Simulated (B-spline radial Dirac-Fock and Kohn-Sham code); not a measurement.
Calculated with a radial B-spline solver, using ΔSCF Dirac-Fock with Breit, self-energy and vacuum polarisation, finite nucleus, configuration average. Free neutral atoms.

Question: Order these X-ray lines by photon energy, lowest first.
A. Cs Lγ2
B. Tl Lβ5
C. Er Lα2
D. Os Lβ1
E. Mn Kα1
F. Ta Lα2

Answer: A (5536.6 eV), E (5896.7 eV), C (6905.7 eV), F (8087.3 eV), D (10354.0 eV), B (12644.0 eV).
